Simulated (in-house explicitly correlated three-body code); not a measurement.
Computed with an exponentially correlated three-body code. Model: two electrons around a point charge, non-relativistic, variational in 260 exponentially correlated functions (energies converged to about 1e-7 hartree, or 1e-8 relative for large Z).

For this charge the correlation energy is taken as exact minus Hartree-Fock, from which it differs by microhartrees, and the kinetic parts follow from it.

For two electrons in a singlet the Kohn-Sham orbital is the square root of half the density, so the exact Kohn-Sham potential and energy parts follow from the density alone, and exchange is minus half the Hartree energy. The Kohn-Sham level equals minus the binding energy of the second electron.

Command:
```bash
python run_hyl.py task.json out
```
Settings (lengths in bohr, energies in hartree):
```
Z                      10.1
interaction_strength   1
functions              260
states_tried           13
```

Run time, properties included: 17 s on 1 thread of AMD EPYC 9R45 96-Core Processor (Zen 5) (shared host).

**Those bound S and P states to n = 4 that converged, binding against the one-electron ion.**

Given: nuclear charge 10.1.

Computed: one-electron threshold -51.005 hartree.

```json
{"term": "1 1S", "energy (hartree)": "-95.8543149", "binding (eV)": "1220.4", "quantum defect": "0.039166"}
{"term": "2 3S", "energy (hartree)": "-61.9060981", "binding (eV)": "296.63", "quantum defect": "0.051092"}
{"term": "2 3P", "energy (hartree)": "-61.5511474", "binding (eV)": "286.98", "quantum defect": "0.018567"}
{"term": "2 1S", "energy (hartree)": "-61.5284162", "binding (eV)": "286.36", "quantum defect": "0.016428"}
{"term": "2 1P", "energy (hartree)": "-61.2859666", "binding (eV)": "279.76", "quantum defect": "-0.0068246"}
{"term": "3 3S", "energy (hartree)": "-55.7582003", "binding (eV)": "129.34", "quantum defect": "0.048564"}
{"term": "3 3P", "energy (hartree)": "?", "binding (eV)": "?", "quantum defect": "?"}
{"term": "3 1S", "energy (hartree)": "-55.6583893", "binding (eV)": "126.63", "quantum defect": "0.017079"}
{"term": "3 1P", "energy (hartree)": "?", "binding (eV)": "?", "quantum defect": "?"}
{"term": "4 3S", "energy (hartree)": "-53.6557653", "binding (eV)": "72.131", "quantum defect": "0.047783"}
{"term": "4 3P", "energy (hartree)": "-53.6159106", "binding (eV)": "71.046", "quantum defect": "0.017733"}
{"term": "4 1S", "energy (hartree)": "-53.6153331", "binding (eV)": "71.031", "quantum defect": "0.017292"}
{"term": "4 1P", "energy (hartree)": "-53.5859044", "binding (eV)": "70.23", "quantum defect": "-0.0053497"}
```

**Question.** What belongs in the row 3 3P?

**Answer.** energy (hartree): -55.6610709; binding (eV): 126.7; quantum defect: 0.017938.

**Question.** What belongs in the row 3 1P?

**Answer.** energy (hartree): -55.5880466; binding (eV): 124.71; quantum defect: -0.0057251.

**Electric-dipole lines between converged S and P states, rate of the upper state's decay.**

```csv
s state,p state,p minus s (eV),oscillator strength from s,rate (1/s)
1 1S,2 1P,940.65,0.72374,9.2625e+12
1 1S,3 1P,1095.7,0.14927,2.5921e+12
1 1S,4 1P,1150.2,0.056007,1.0717e+12
2 1S,2 1P,6.5974,0.052869,3.3284e+07
2 1S,3 1P,161.65,0.38674,1.4616e+11
2 1S,4 1P,216.13,0.095676,6.4641e+10
3 1S,2 1P,-153.13,-0.053254,5.4189e+10
3 1S,3 1P,1.9141,0.092007,4.8758e+06
3 1S,4 1P,56.395,0.42318,1.9467e+10
4 1S,2 1P,-208.73,-0.011618,2.1964e+10
4 1S,3 1P,?,?,?
4 1S,4 1P,0.8008,0.12818,1.189e+06
2 3S,2 3P,9.6587,0.073399,9.9041e+07
2 3S,3 3P,169.94,0.36622,1.5297e+11
2 3S,4 3P,225.59,0.092209,6.7872e+10
3 3S,2 3P,-157.63,-0.054949,5.9247e+10
3 3S,3 3P,2.643,0.12291,1.2419e+07
3 3S,4 3P,58.295,0.40092,1.9706e+10
4 3S,2 3P,?,?,?
4 3S,3 3P,-54.567,-0.12724,1.644e+10
4 3S,4 3P,1.0845,0.1694,2.8818e+06
```

**Question.** What belongs in the row 4 1S 3 1P?

**Answer.** p minus s (eV): -53.68; oscillator strength from s: -0.12121; rate (1/s): 1.5155e+10.

**Question.** What belongs in the row 4 3S 2 3P?

**Answer.** p minus s (eV): -214.84; oscillator strength from s: -0.011734; rate (1/s): 2.3503e+10.

**Exact Kohn-Sham parts of the ground state from its density.**

Computed: Kohn-Sham kinetic 95.81 hartree; Hartree energy 12.18 hartree; exchange energy -6.09 hartree; potential part of the DFT correlation energy -0.090278 hartree; exact minus restricted Hartree-Fock -0.045702 hartree; Kohn-Sham level -1220.4 eV; restricted Hartree-Fock level -1220.7 eV; dipole polarisability 0.0010025 bohr³; C6 of two such species 3.0291e-05 hartree·bohr⁶.

**Question.** What is the total energy?

**Answer.** -95.8543149 hartree.

**Question.** What is the kinetic part of the DFT correlation energy?

**Answer.** 0.044576 hartree.

**Density and exact potentials over r, pair density (one pair, times 4 pi r12^2) and exact minus Kohn-Sham pair density over r12.**

| radius (bohr) | radial density (electrons/bohr) | exchange potential (hartree) | intracule density (1/bohr) | Coulomb hole against Kohn-Sham (1/bohr) | correlation potential (hartree) |
| --- | --- | --- | --- | --- | --- |
| 0.0418 | 5.818 | -9.0373 | 0.68876 | -0.04658 | -0.014 |
| 0.0484 | 6.8375 | -8.8405 | 0.89682 | -0.0561 | -0.007 |
| 0.0561 | ? | ? | ? | ? | ? |
| 0.065 | 8.8625 | -8.3138 | 1.4768 | -0.07511 | 0.006 |
| 0.0753 | 9.6961 | -7.9777 | 1.8523 | -0.08206 | 0.012 |
| 0.0873 | 10.279 | -7.5879 | 2.2795 | -0.08493 | 0.017 |
| 0.101 | 10.501 | -7.1541 | 2.7285 | -0.08171 | 0.02 |
| 0.117 | 10.288 | -6.6713 | 3.172 | -0.0707 | 0.021 |
| 0.136 | 9.5789 | -6.1391 | 3.5581 | -0.05091 | 0.019 |
| 0.157 | 8.4706 | -5.6069 | 3.7956 | -0.02554 | 0.017 |
| 0.182 | 6.9969 | -5.0493 | 3.8379 | 0.003063 | 0.013 |
| 0.211 | 5.3576 | -4.4973 | 3.6281 | 0.02814 | 0.009 |
| 0.245 | 3.7424 | -3.9614 | 3.1589 | 0.04373 | 0.006 |
| 0.284 | ? | ? | ? | ? | ? |
| 0.329 | 1.3385 | -3.0173 | 1.7753 | 0.03784 | 0.002 |
| 0.381 | 0.66169 | -2.6167 | 1.1058 | 0.02407 | 0.001 |
| 0.441 | 0.28088 | -2.2651 | 0.59246 | 0.01142 | 0.001 |

**Question.** What belongs in the row 0.0561?

**Answer.** radial density (electrons/bohr): 7.8796; exchange potential (hartree): -8.6002; intracule density (1/bohr): 1.1585; Coulomb hole against Kohn-Sham (1/bohr): -0.06597; correlation potential (hartree): -0.001.

**Question.** What belongs in the row 0.284?

**Answer.** radial density (electrons/bohr): 2.3704; exchange potential (hartree): -3.4666; intracule density (1/bohr): 2.5031; Coulomb hole against Kohn-Sham (1/bohr): 0.0463; correlation potential (hartree): 0.004.
